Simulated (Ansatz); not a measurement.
Computed with Ansatz on PBE0-D4/def2-TZVP structures; ΔE is electronic, products minus reactants. CCSD(T)/CBS is the MP2 limit (def2-TZVPP, def2-QZVPP) plus CCSD(T) − MP2 in def2-TZVPP, frozen cores. This one scheme is used for every species. DFT in def2-TZVPP. B3LYP here is the variant with VWN-RPA as its local correlation; programs differ in this. For Ga outer-core shells are correlated without core-valence functions, which leaves a few kJ/mol of doubt a bond. Scalar relativity is left out up to krypton. One conformer a species, not always the lowest.

Consider the formal exchange of groups at a B–S bond: `BSBC` + `[CH3][GaH][F]` → `C[BH][Ga]([CH3])[F]` + `BS`.

| level | ΔE (kJ/mol) |
| --- | --- |
| PBE0-D4 | 83.1 |
| B3LYP-D4 | 81.0 |
| PBE | 77.9 |
| CCSD/def2-TZVPP | 82.1 |

What does CCSD(T)/CBS give? (Estimate.)

The calculation gave: +82.5 kJ/mol. The listed levels differ from it by 0.6, -1.5, -4.6, -0.4 kJ/mol.

Largest T1 diagnostic among the species: 0.015.

From PBE to PBE0 (25 % exact exchange), in def2-TZVPP and without D4, ΔE moves by +4.6 kJ/mol.
